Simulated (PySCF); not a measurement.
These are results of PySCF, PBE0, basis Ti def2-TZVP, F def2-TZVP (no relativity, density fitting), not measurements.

Each entry is the lowest minimum that a search over a few typed start shapes (and spin states, where more than one is plausible) found, or that minimum re-optimised at the stated level; isomers with ligand–ligand bonds, or fragments after loss of a ligand pair, can lie lower. Open shells are unrestricted.

TiF3 is a doublet of D3h symmetry with Ti–F 1.769 Å (×3); F–Ti–F 120.0° (×3). Its wavenumbers are 101, 177 (×2), 662, 773 (×2) cm⁻¹.

Task: What changes when one electron is removed, giving TiF₃⁺?

Result: It costs 9.39 eV between the minima (9.43 eV with zero-point energy). TiF₃⁺ is a singlet of C3v symmetry with Ti–F 1.687 Å (×3); F–Ti–F 112.6° (×3); wavenumbers 165, 220 (×2), 832, 914 (×2) cm⁻¹.
